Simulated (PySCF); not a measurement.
OSn, SMILES [O]=[Sn] (connectivity only; charge and spin as stated), neutral, multiplicity 1. Heavy atoms are numbered as in [Sn:1]=[O:2].

Geometry: PBE-D3(BJ)/def2-TZVP. The def2 effective core potentials stand for the cores of Sn; spin–orbit coupling is left out.

All values below come from CAM-B3LYP/def2-TZVPD (PySCF).

Mulliken values depend strongly on the basis, most of all with diffuse functions as here. ESP charges are fitted to the potential on shells at 1.4 to 2.0 van der Waals radii. Atomic charges (e), one atom of each kind:

| atom | ESP fit | Mulliken |
|---|---|---|
| Sn1 | 0.57 | 0.69 |
| O2 | -0.57 | -0.69 |
